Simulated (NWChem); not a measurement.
Molecule: BeF$_{2}$; SMILES [F][Be][F]

```xyz
3

Be     0.0000     0.0000     0.0000
F      0.0000     0.0000     1.3870
F      0.0000     0.0000    -1.3870
```
Atoms are numbered in this order, from 1.

The geometry was optimised at PBE0/def2-SVP.

### Question
List the 4 lowest vertical singlet excitations from PBE0/def2-SVPD, TDA (NWChem).

### Answer
```tsv
state	energy (eV)	oscillator strength	leading excitation (squared amplitude)
S1	9.57	0.000	HOMO → LUMO (0.99)
S2	9.57	0.000	HOMO−1 → LUMO (0.99)
S3	10.30	0.133	HOMO−3 → LUMO (0.54)
S4	10.30	0.133	HOMO−2 → LUMO (0.54)
```
